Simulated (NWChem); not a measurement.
# BNH2BrF; SMILES B(N)(Br)F

```xyz
6

B     -0.0072     0.9478     0.0000
F     -1.1681     1.5916     0.0000
Br    -0.0324    -0.9831     0.0000
N      1.1948     1.6432     0.0000
H      2.0952     1.1863     0.0000
H      1.2230     2.6549     0.0000
```
Atoms are numbered in this order, from 1.

Program: NWChem. Pople sets run with spherical d functions. All runs use the structure optimised with PBE0/def2-SVP. Total energies compare along this basis series because the functional is fixed.

```
level          basis functions  energy (Ha)  highest occupied level (eV)  orbital gap (eV)  dipole (D)
-------------  ---------------  -----------  ---------------------------  ----------------  ----------
PBE0/STO-3G                 35   -2723.9265                        -5.00              9.59        2.89
PBE0/3-21G                  53   -2741.0951                        -7.82              9.31        3.42
PBE0/6-31G*                 78   -2754.1443                        -8.06              9.25        3.12
PBE0/6-311G**              110   -2754.4735                        -8.20              9.16        3.09
```
